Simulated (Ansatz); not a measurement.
A calculation with Ansatz (development build ahead of 0.2.0).

```yaml
crystal:
  periodic: [false, false, false]
  atoms:
    - { symbol: H, position_ang: [0.0, 0.0, -1.3391] }
    - { symbol: Be, position_ang: [0.0, 0.0, 0.0] }
    - { symbol: H, position_ang: [0.0, 0.0, 1.3391] }
basis:
  gaussian: { orbitals: cc-pVDZ }
hamiltonian:
  xc: hf
correlation:
  method: mp2
  frozen_orbitals: { Be: 0, H: 0 }
```

The input is written out in the form of the current development build from the run's settings.

Output:

- Converged: yes
- Reference energy: -15.76736 hartree
- Correlation energy: -0.05174 hartree
- Total energy: -15.81910 hartree
- Spin squared of the determinant: 0.000
